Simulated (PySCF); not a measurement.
Two species compared at the same levels of theory.

First species: C4H4OS2.
SMILES: `Oc1ccc(S)s1`

Second species: 3-acetylpyridine, C₇H₇NO.
InChI=1S/C7H7NO/c1-6(9)7-3-2-4-8-5-7/h2-5H,1H3

Levels: PBE0/def2-SVPD for dipole moment, HOMO energy, LUMO energy, HOMO–LUMO gap, static isotropic polarisability and electronic spatial extent ⟨r²⟩ about the centre of nuclear charge; TDDFT PBE0/def2-SVPD for lowest singlet excitation; TDA PBE0/def2-SVPD for lowest triplet excitation (Tamm–Dancoff); GFN2-xTB for rotational constant A and rotational constant C. Geometries: GFN2-xTB. Each structure is a single optimised conformer of the isolated species, non-relativistic unless stated. Electronic properties by PySCF.

Dipoles, sizes and rotational constants follow the conformer. The torsions of the flexible species, by atom-mapped SMILES:
- `[OH:1][c:2]1[cH:3][cH:4][c:5]([SH:6])[s:7]1`: H–O1–C2–C3 0°, H–S6–C5–C4 180°
- `[CH3:1][C:2](=[O:3])[c:4]1[cH:5][cH:6][cH:7][n:8][cH:9]1`: C1–C2–C4–C5 180°

```csv
property,column X,column Y
dipole moment,1.04 D,1.86 D
HOMO energy,-7.50 eV,-5.78 eV
LUMO energy,-2.03 eV,-0.49 eV
HOMO–LUMO gap,5.47 eV,5.29 eV
lowest singlet excitation,3.73 eV,3.95 eV
lowest triplet excitation (Tamm–Dancoff),3.26 eV,3.18 eV
static isotropic polarisability,88.8 au,89.7 au
electronic spatial extent ⟨r²⟩ about the centre of nuclear charge,1188 bohr²,1123 bohr²
rotational constant A,3.790 GHz,5.040 GHz
rotational constant C,0.946 GHz,0.958 GHz
```

(1) Which column belongs to which species?

(2) How does each property change from the first species to the second?

## Answers

(1) Column X is the second species and column Y the first. The first has 11 atoms and 68 electrons, the second 16 and 64.

(2) dipole moment -0.82 D; HOMO energy -1.72 eV; LUMO energy -1.54 eV; HOMO–LUMO gap +0.18 eV; lowest singlet excitation -0.22 eV; lowest triplet excitation (Tamm–Dancoff) +0.08 eV; static isotropic polarisability -0.9 au; electronic spatial extent ⟨r²⟩ about the centre of nuclear charge +65 bohr²; rotational constant A -1.250 GHz; rotational constant C -0.012 GHz.

On the first: In atomic units the dipole is 0.73 e·bohr (1 au = 2.5417 D). In wavenumbers S1 is 31900 cm⁻¹ (1 eV = 8065.54 cm⁻¹).

On the second: The principal polarisabilities are 53.4, 93.6 and 119.2 au; their mean is the isotropic value. The dipole matches unit charges of opposite sign 0.22 Å apart (1 e·Å = 4.8032 D).
